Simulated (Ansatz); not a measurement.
Start from `[OH][Al]([SiH3])[SnH3]` and change one atom or group to get `C[O][Al]([OH])[SiH3]`.

Ansatz, PBE0-D4/def2-TZVP geometries, multiplicity 1. Each molecule was computed in one conformer, which needn't be the lowest.

Elements past krypton have def2 core potentials.

```tsv
property	`[OH][Al]([SiH3])[SnH3]`
HOMO–LUMO gap (ωB97M-V/def2-TZVPP) / eV	8.68
size of the dipole moment (ωB97M-V/def2-TZVPP) / D	1.81
HOMO energy (PBE0/def2-TZVPP) / eV	-7.02
size of the dipole moment (PBE/def2-TZVPP) / D	1.69
LUMO energy (PBE/def2-TZVPP) / eV	-2.58
HOMO energy (ωB97M-V/def2-TZVPP) / eV	-8.89
```

Q: Give the same properties after the change, and the shifts. (Best estimate.)

A: Ansatz gave: 
```csv
property,`C[O][Al]([OH])[SiH3]`,shift
HOMO–LUMO gap (ωB97M-V/def2-TZVPP) / eV,10.69,2.01
size of the dipole moment (ωB97M-V/def2-TZVPP) / D,1.45,-0.36
HOMO energy (PBE0/def2-TZVPP) / eV,-7.74,-0.72
size of the dipole moment (PBE/def2-TZVPP) / D,1.36,-0.33
LUMO energy (PBE/def2-TZVPP) / eV,-1.58,1.00
HOMO energy (ωB97M-V/def2-TZVPP) / eV,-9.84,-0.95
```

With PBE0 the HOMO falls by 0.72 eV and the LUMO rises by 1.05 eV, so the gap widens by about 1.77 eV. PBE moves the HOMO by -0.41 eV and ωB97M-V by -0.95 eV. Dipoles are sizes alone; their direction can turn.
